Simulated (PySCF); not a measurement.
Two-component Hartree-Fock for Ga(28+) (gallium, charge +28)

Start: [He] 2s1; 2s1/2 filled at m_j = +1/2. Calculated with PySCF 2.14 in an uncontracted even-tempered set (17 s from 9.7 bohr⁻², ratio 2.4; 11 p from 13 bohr⁻², ratio 2.4; 5 d from 39 bohr⁻², ratio 2.6; 4 f from 58 bohr⁻², ratio 2.6): generalised Hartree-Fock with the X2C-1e Hamiltonian and a Gaussian nucleus; one run each with spin-orbit coupling (SO) switched off, then screened by Boettger's factors.

```
spinor shell  electrons  ε, spin-free (eV)  ε, screened SO (eV)  weight of nominal j (screened SO)  rms radius, screened SO (bohr)
       1s1/2          2           -12543.9             -12543.9                              1.000                          0.0555
       2s1/2          1            -2985.6              -2985.6                              1.000                           0.214
```

```csv
quantity,spin-free,screened SO
E (hartree),-1063.49802,-1063.49802
M_J,1/2,1/2
⟨J²⟩,0.750,0.750
⟨L²⟩,0.000,0.000
⟨S²⟩,0.750,0.750
```

Each row is a mean over spinors that exchange with the open shell spreads, by up to 18.761 eV (1s1/2).

Without spin-orbit coupling the j labels of p, d and f shells carry no meaning; the spin-free column gives the mean over the occupied spinors of each nl shell.
